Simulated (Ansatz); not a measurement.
BrCs, singlet, geometry from GFN2-xTB (such geometries of metal compounds can be far from the true shape) (core potentials on Cs); B3LYP/def2-SV(P) run with Ansatz (an electronic-structure program).

Here is a job for Ansatz.
Ansatz 0.2 input:
```yaml
crystal:
  periodic: [false, false, false]
  atoms:
    - {symbol: Cs, position_ang: [-0.00000000, -0.00000000, -1.19327963]}
    - {symbol: Br, position_ang: [0.00000000, 0.00000000, 1.87515370]}
basis:
  gaussian:
    orbitals: def2-SV_P_.json
hamiltonian:
  xc: b3lyp
magnetization: {spin_polarized: true}
```
The basis file holds def2-SV(P) in the JSON format of the Basis Set Exchange.

What the program printed (banner, timings and long lists left out):

```
Functional definition: B3LYP
530 factors; integrals over basis functions are off by at most 3.5e-4 eV
mean field evaluation 1: about -70588.1873 eV, gradient 1.3e1 eV
mean field evaluation 2: about -70586.6949 eV, gradient 2.1e1 eV
mean field evaluation 4: about -70589.4849 eV, gradient 3.6e-1 eV
mean field evaluation 8: about -70589.5094 eV, gradient 1.5e-2 eV
mean field evaluation 16: about -70589.5094 eV, gradient 4.7e-5 eV
mean field -70589.50940936 eV, -2594.1166235060 hartree, gradient 4.7e-5 eV, S^2 0.000000; 0 other end points of the search recorded, 0 dependent functions left out
reference -70589.50967212 eV, -2594.1166331624 hartree; 22, 22 occupied and 34, 34 virtual orbitals, 530 factors
Total energy: -70589.50967212 eV, -2594.1166331624 hartree
```
